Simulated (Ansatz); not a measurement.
```yaml
crystal:
  periodic: [false, false, false]
  atoms:
    - {symbol: C, position_ang: [-0.610720, 2.131157, -0.468204]}
    - {symbol: C, position_ang: [0.064762, -2.075494, -0.010939]}
    - {symbol: Ge, position_ang: [0.389341, 0.506319, 0.269692]}
    - {symbol: O, position_ang: [-0.378823, -0.868878, -0.394667]}
    - {symbol: H, position_ang: [0.488900, 0.691085, 1.782352]}
    - {symbol: H, position_ang: [1.794661, 0.554318, -0.376562]}
    - {symbol: H, position_ang: [-0.156275, 3.112914, -0.128315]}
    - {symbol: H, position_ang: [-1.580861, 2.195254, 0.015373]}
    - {symbol: H, position_ang: [-0.545763, 2.006392, -1.627502]}
    - {symbol: H, position_ang: [1.109440, -2.394415, -0.209467]}
    - {symbol: H, position_ang: [-0.540176, -3.058119, -0.167088]}
    - {symbol: H, position_ang: [0.060036, -2.420573, 1.166983]}
basis:
  gaussian: {orbitals: aug-cc-pVDZ, final_grid: {core_spheres: 8, valence_spheres: 7, degree: 23}}
hamiltonian: {xc: {name: SPW92}, pseudopotentials: {relativity: scalar}}
scf: {lower_state_search: off}
```

```sh
$ ansatz run in.yaml --threads 2 --pin off --events-out ev --progress --plain --max-ram 4352MiB
```

Output, abridged:

```
Functional definition: SPW92
  name "SPW92"
  cite "Dirac, Proc. Camb. Phil. Soc. 26, 376 (1930) doi:10.1017/S0305004100016108"
  cite "Slater, Phys. Rev. 81, 385 (1951) doi:10.1103/PhysRev.81.385"
  cite "Perdew & Wang, Phys. Rev. B 45, 13244 (1992) doi:10.1103/PhysRevB.45.13244"
  exchange = slater_x
  correlation = pw_c
these checks for a lower state are left out or cut short: stability, starts, cluster_reference, orbital_swaps, neighbouring_geometries, increment
1604 factors; their error is unknown
mean field evaluation 1: about -61096.0863 eV, gradient 8.8e1 eV
mean field evaluation 2: about -61030.3794 eV, gradient 1.8e2 eV
mean field evaluation 4: about -61113.1376 eV, gradient 1.9e1 eV
mean field evaluation 8: about -61113.8557 eV, gradient 8.0e-2 eV
mean field evaluation 16: about -61113.8082 eV, gradient 2.9e-5 eV
mean field -61113.80816696 eV, -2245.8910257086 hartree, gradient 2.9e-6 eV, S^2 0.000000; 0 other end points of the search recorded, 0 dependent functions left out
reference -61113.80826733 eV, -2245.8910293975 hartree; 30, 30 occupied and 147, 147 virtual orbitals, 1604 factors
Total energy: -61113.80826733 eV, -2245.8910293975 hartree
Relativity: scalar
Checks for a lower state left out: stability, starts, cluster_reference, orbital_swaps, neighbouring_geometries, increment
```

Hardware: 2 threads of Arm Neoverse V1 on a shared host. Wall time 1.4 s.
